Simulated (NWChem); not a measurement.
System: GeSiNH7; SMILES [SiH3][NH][GeH3]

Output (shortened):

```
             Northwest Computational Chemistry Package (NWChem) 7.3.0
             --------------------------------------------------------

 C1  symmetry detected

                             Geometry "geometry" -> ""
                             -------------------------

 Output coordinates in angstroms (scale by  1.889725989 to convert to a.u.)

  No.       Tag          Charge          X              Y              Z
 ---- ---------------- ---------- -------------- -------------- --------------
    1 Si                  14.0000     0.16168528     2.08005765     0.00130327
    2 N                    7.0000    -0.66307972     0.55331110    -0.01594286
    3 Ge                  32.0000     0.06193500    -1.13732493    -0.00009076
    4 H                    1.0000    -0.54973004     3.06930269    -0.86793359
    5 H                    1.0000     0.28052263     2.70360516     1.36087716
    6 H                    1.0000     1.54251795     1.85013845    -0.51979680
    7 H                    1.0000    -1.66517184     0.57777663     0.15183174
    8 H                    1.0000    -0.87389621    -2.06985923    -0.79286297
    9 H                    1.0000     0.21998314    -1.69248287     1.43340689
   10 H                    1.0000     1.44181865    -1.03806793    -0.66926391

 Effective nuclear repulsion energy (a.u.)     259.8223072114

                                 NWChem DFT Module
                                 -----------------

 Summary of "ao basis" -> "ao basis" (spherical)
 ------------------------------------------------------------------------------
       Tag                 Description            Shells   Functions and Types
 ---------------- ------------------------------  ------  ---------------------
 Si                          6-31g*                  8       18   4s3p1d
 N                           6-31g*                  6       14   3s2p1d
 Ge                          6-31g*                 12       32   5s4p3d
 H                           6-31g*                  2        2   2s

            General Information
            -------------------
          SCF calculation type: DFT
          Wavefunction type:  closed shell.
          No. of atoms     :    10
          No. of electrons :    60
           Alpha electrons :    30
            Beta electrons :    30
          Charge           :     0
          Spin multiplicity:     1
          Use of symmetry is: off; symmetry adaption is: off
          Maximum number of iterations: 150
          AO basis - number of functions:    78
                     number of shells:    40
          Convergence on energy requested:  1.00D-06
          Convergence on density requested:  1.00D-05
          Convergence on gradient requested:  5.00D-04

              XC Information
              --------------
                       M06-2X Method XC Functional
                     Hartree-Fock (Exact) Exchange  0.540
                        M06-2X Exchange Functional  1.000
                      M06-2X Correlation Potential  1.000

             Grid Information
             ----------------
          Grid used for XC integration:  coarse
          Radial quadrature: Mura-Knowles
          Angular quadrature: Lebedev.
          Tag              B.-S. Rad. Rad. Pts. Rad. Cut. Ang. Pts.
          ---              ---------- --------- --------- ---------
          Si                  1.10       70          11.0       302
          N                   0.65       35           8.0       302
          Ge                  1.25       95          11.0       302
          H                   0.35       35          12.0       302
          Grid pruning is: on
          Number of quadrature shells:   445
          Spatial weights used:  Erf1

      Superposition of Atomic Density Guess
      -------------------------------------

 Sum of atomic energies:       -2421.62011001

      Non-variational initial energy
      ------------------------------

 Total energy =   -2422.806516
 1-e energy   =   -3889.322482
 2-e energy   =    1206.693658
 HOMO         =      -0.312397
 LUMO         =       0.020416

     ---------------------------------------------
      Total Density - Mulliken Population Analysis
     ---------------------------------------------

    Atom       Charge   Shell Charges
 -----------   ------   -------------------------------------------------------
    1 Si  14    13.41   2.00  2.00  5.97  0.94  1.60  0.29  0.45  0.16
    2 N    7     8.19   2.00  0.82  2.67  0.80  1.89  0.01
    3 Ge  32    31.59   2.00  2.00  6.00  2.00  5.99  1.15  1.79  0.14  0.37  6.88  2.97  0.31
    4 H    1     1.08   0.48  0.60
    5 H    1     1.09   0.48  0.61
    6 H    1     1.07   0.47  0.60
    7 H    1     0.55   0.40  0.15
    8 H    1     1.00   0.45  0.55
    9 H    1     1.02   0.46  0.56
   10 H    1     1.00   0.45  0.55

   convergence    iter        energy       DeltaE   RMS-Dens  Diis-err
 ---------------- ----- ----------------- --------- --------- ---------
 d= 0,ls=0.0,diis     1  -2425.0479322319 -2.68D+03  8.04D-03  3.44D-01
 d= 0,ls=0.0,diis     2  -2425.0572215153 -9.29D-03  4.21D-03  3.01D-01
 d= 0,ls=0.0,diis     3  -2425.0877587313 -3.05D-02  9.50D-04  1.29D-02
 d= 0,ls=0.0,diis     4  -2425.0892077305 -1.45D-03  1.46D-04  3.94D-04
 d= 0,ls=0.0,diis     5  -2425.0892335013 -2.58D-05  5.38D-05  3.26D-05
  Resetting Diis
 d= 0,ls=0.0,diis     6  -2425.0892360704 -2.57D-06  1.39D-05  8.59D-07
 d= 0,ls=0.0,diis     7  -2425.0892362089 -1.39D-07  3.60D-06  4.02D-08

         Total DFT energy =    -2425.089236208887
      One electron energy =    -3892.271350406470
           Coulomb energy =     1316.882448142004
    Exchange-Corr. energy =     -109.522641155822
 Nuclear repulsion energy =      259.822307211401

 Numeric. integr. density =       60.000406140917

                       DFT Final Molecular Orbital Analysis
                       ------------------------------------

 Vector   28  Occ=2.000000D+00  E=-3.912996D-01
              MO Center=  2.4D-02,  5.3D-01,  2.7D-01, r^2= 6.5D+00
   Bfn.  Coefficient  Atom+Function         Bfn.  Coefficient  Atom+Function
  ----- ------------  ---------------      ----- ------------  ---------------
    45     -0.313708   3 Ge pz                9      0.285864   1 Si pz
    68      0.200206   5 H  s                76     -0.186125   9 H  s
    66     -0.181706   4 H  s                75     -0.177515   9 H  s
    67      0.172269   5 H  s                65     -0.154959   4 H  s
    74      0.139655   8 H  s                73      0.132121   8 H  s

 Vector   29  Occ=2.000000D+00  E=-3.850357D-01
              MO Center=  3.2D-01,  1.1D+00, -2.9D-01, r^2= 5.2D+00
   Bfn.  Coefficient  Atom+Function         Bfn.  Coefficient  Atom+Function
  ----- ------------  ---------------      ----- ------------  ---------------
    70      0.240573   6 H  s                 7      0.236295   1 Si px
     8     -0.224739   1 Si py               69      0.205760   6 H  s
    44     -0.203498   3 Ge py               66     -0.191390   4 H  s
    43     -0.164160   3 Ge px               65     -0.162858   4 H  s
    22      0.153076   2 N  py               74      0.130927   8 H  s

 Vector   30  Occ=2.000000D+00  E=-3.065547D-01
              MO Center= -4.1D-01,  6.3D-01,  1.5D-01, r^2= 3.2D+00
   Bfn.  Coefficient  Atom+Function         Bfn.  Coefficient  Atom+Function
  ----- ------------  ---------------      ----- ------------  ---------------
    23      0.484622   2 N  pz               27      0.446843   2 N  pz
    68     -0.237502   5 H  s                76     -0.192333   9 H  s
    66      0.166797   4 H  s                67     -0.133068   5 H  s
    75     -0.120263   9 H  s                74      0.118663   8 H  s
    65      0.096149   4 H  s                45     -0.089120   3 Ge pz

 Vector   31  Occ=0.000000D+00  E= 3.800395D-02
              MO Center= -1.1D-01, -3.7D-02,  8.2D-02, r^2= 7.3D+00
   Bfn.  Coefficient  Atom+Function         Bfn.  Coefficient  Atom+Function
  ----- ------------  ---------------      ----- ------------  ---------------
    24      0.960507   2 N  s                48     -0.745356   3 Ge py
    11      0.436019   1 Si px               47      0.414434   3 Ge px
    12      0.353257   1 Si py               70     -0.223965   6 H  s
    44     -0.196611   3 Ge py               78     -0.171122  10 H  s
    46     -0.157400   3 Ge s                 8      0.146196   1 Si py

[...]

                         DFT ENERGY GRADIENTS

    atom               coordinates                        gradient
                 x          y          z           x          y          z
   1 Si      0.305541   3.930739   0.002463   -0.000575  -0.001975  -0.000044
   2 N      -1.253039   1.045606  -0.030128    0.002746  -0.007482  -0.000455
   3 Ge      0.117040  -2.149232  -0.000172   -0.001358   0.001784  -0.000083
   4 H      -1.038839   5.800141  -1.640157   -0.002409   0.003301  -0.002955
   5 H       0.530111   5.109073   2.571685    0.000213   0.002214   0.004517
   6 H       2.914936   3.496255  -0.982274    0.004457  -0.000323  -0.001515
   7 H      -3.146718   1.091840   0.286920   -0.001596  -0.000387   0.000315
   8 H      -1.651424  -3.911467  -1.498294    0.001321   0.001743   0.001133
   9 H       0.415708  -3.198329   2.708746   -0.000306   0.001104  -0.001888
  10 H       2.724642  -1.961664  -1.264725   -0.002493   0.000021   0.000975
```

Level: M06-2X/6-31G* (spherical d). All runs use the structure optimised with PBE0/def2-SVP.

Task: Write an input that gives this output.

Result: One answer among several that fit: the input that was run:
```
start job
memory heap 200 mb stack 900 mb global 1100 mb
geometry units angstroms noautoz
  Si     0.138790     2.061492    -0.010075
  N     -0.641573     0.529381     0.224785
  Ge     0.049678    -1.156136    -0.030856
  H     -0.824324     3.058549    -0.574503
  H      0.705117     2.665499     1.241254
  H      1.265697     1.849144    -0.967204
  H     -1.529623     0.544255     0.718831
  H     -1.096085    -2.083324    -0.479674
  H      0.679669    -1.731500     1.257617
  H      1.125547    -1.037149    -1.121760
end
basis spherical
  * library 6-31g*
end
dft
  xc m06-2x
  grid coarse
  iterations 150
  mulliken
end
task dft gradient
```
